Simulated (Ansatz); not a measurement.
Molecule: sum formula H3B2O, net charge 0, doublet state. It need not be the lowest isomer of its formula. 
Structure (B3LYP-D3(BJ)/def2-TZVP (Ansatz, a program for electronic structure) minimum search):
```
O
B 1 1.3054
B 1 1.3492 2 174.11
H 3 1.1906 1 118.03 2 -90.04
H 3 1.1906 4 123.94 1 179.92
H 2 1.1951 1 124.83 3 180.00
```
Charge 0, spin multiplicity 2.

Basis-set convergence of Hartree-Fock and CCSD correlation energies (hartree) with Ansatz. Cores are frozen in the correlated levels unless marked. UHF or UKS for open shells. Spin-orbit coupling is left out. No relativistic terms.

| basis | functions | E(HF) | E(corr, CCSD) |
|---|---|---|---|
| aug-cc-pVDZ | 96 | -125.98752 | -0.37157 |
| aug-cc-pVTZ | 207 | ___ | ___ |

Some entries are withheld; supply them.


- aug-cc-pVTZ, E(HF): -126.03004
- aug-cc-pVTZ, E(corr, CCSD): -0.43968
